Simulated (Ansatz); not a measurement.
diglyme (C6H14O3), SMILES O(CCOC)CCOC.

Geometry: PBE-D3(BJ)/def2-SVP. Other conformers were not sampled.

Two levels are set side by side: PBE/def2-SVPD (Ansatz, an electronic-structure program) and CAM-B3LYP/def2-SVPD (Ansatz). Energy differences of separate SCF runs at the same geometry; the states with an electron removed or added have multiplicity 2 and 2. Differences are taken from unrounded values.

```json
[
 {"quantity": "vertical ionisation energy (eV)", "CAM-B3LYP": "9.36", "PBE": "8.11", "PBE minus CAM-B3LYP": "-1.25"},
 {"quantity": "vertical singlet–triplet gap (eV)", "CAM-B3LYP": "7.15", "PBE": "5.98", "PBE minus CAM-B3LYP": "-1.17"}
]
```
